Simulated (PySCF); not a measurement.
Predicted spectroscopic data

PySCF 2.14.0 with density-fitted response routines calculation with NMR shieldings at PBE0/pcSseg-1/GIAO and geometry: PBE0-D3(BJ)/def2-SVP; one conformer, no relativistic terms, no solvent, one averaged value for each set of equivalent atoms.

References, each an isolated molecule treated in the same way: 1H, 13C vs TMS. Splittings of carbon signals by F and P are missing where no couplings were computed. Where no couplings were computed, multiplicities follow the n + 1 count of equivalent neighbours, and m marks all less simple cases (inequivalent or close neighbours, rings, F or P nearby). Shifts are as computed. Against solution values, carbons near 30 ppm lie about +2 ppm off and those near 130 ppm about +5 ppm. Of 1313 compounds with measured shifts, 239 miss one by over three times the rms of a fit or turn the order of signals round; such compounds aren't used in these exercises. OH and NH positions are gas-phase values without hydrogen bonding to other molecules.

**1.** SMILES C1CC(=C)[C@]1(C)OC, C$_{7}$H$_{12}$O. 1H NMR (500 MHz, computed): δ 5.29 (m, 1H), 5.20 (m, 1H), 3.17 (s, 3H), 2.90 (m, 1H), 2.36 (m, 1H), 1.94 (m, 1H), 1.70 (m, 1H), 1.18 (s, 3H). 13C{1H} NMR (computed): δ 159.1 (C), 113.7 (CH2), 82.2 (C), 50.5 (CH3), 34.8 (CH2), 31.0 (CH2), 18.6 (CH3).

**2.** SMILES C[C@@H]1C[P@]1(=N)c1ccco1, C$_{7}$H$_{10}$NOP. 1H NMR (500 MHz, computed): δ 7.79 (m, 1H), 7.59 (m, 1H), 6.70 (m, 1H), 1.72 (m, 1H), 1.58 (m, 1H), 1.22 (m, 3H), 1.19 (m, 1H), -1.99 (br s, 1H). 13C{1H} NMR (computed): δ 151.2 (CH), 147.6 (C), 133.0 (CH), 117.9 (CH), 21.8 (CH), 19.0 (CH2), 14.6 (CH3).
